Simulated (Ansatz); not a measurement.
`C=N[C](=C)[GeH3]` + H–F → `C=NC(=C)F` + GeH₄  (substitution at a C–Ge bond)

Program: Ansatz. Geometries: PBE0-D4/def2-TZVP. ΔE: electronic, gas phase. CBS: MP2 limit from def2 TZ/QZ plus the TZ coupled-cluster correction, frozen cores. This one scheme is used for every species. DFT in def2-TZVPP. B3LYP here is the variant with VWN-RPA as its local correlation; programs differ in this. For Ge outer-core shells are correlated without core-valence functions, which leaves a few kJ/mol of doubt a bond. Scalar relativity is left out up to krypton. One conformer a species, not always the lowest.

```
             level  ΔE (kJ/mol)  difference from CCSD(T)/CBS
            PBE-D4         23.5                        -23.9
         r2SCAN-D4         17.5                        -29.9
          B3LYP-D4         23.6                        -23.8
              PBE0         20.0                        -27.4
             B3LYP         11.2                        -36.2
    MP2/def2-TZVPP         54.7                          7.3
   CCSD/def2-TZVPP         37.1                        -10.3
     HF/def2-QZVPP          7.3                        -40.1
    MP2/def2-QZVPP         58.5                         11.1
SCS-MP2/def2-QZVPP         48.0                          0.6
       CCSD(T)/CBS         47.4                            0
```

Largest T1 diagnostic among the species: 0.013.

The D4 term adds +12.4 kJ/mol with B3LYP and +6.8 kJ/mol with PBE0; it sums over pairs of atoms, weighted by their polarisabilities, and B3LYP, whose exchange is more repulsive, gets the larger term. In def2-TZVPP, CCSD(T) changes the Hartree–Fock value by +32.8 kJ/mol (the triples alone add +3.5 kJ/mol) and MP2 by +47.0 kJ/mol. From PBE to PBE0 (25 % exact exchange), in def2-TZVPP and without D4, ΔE moves by +4.2 kJ/mol.
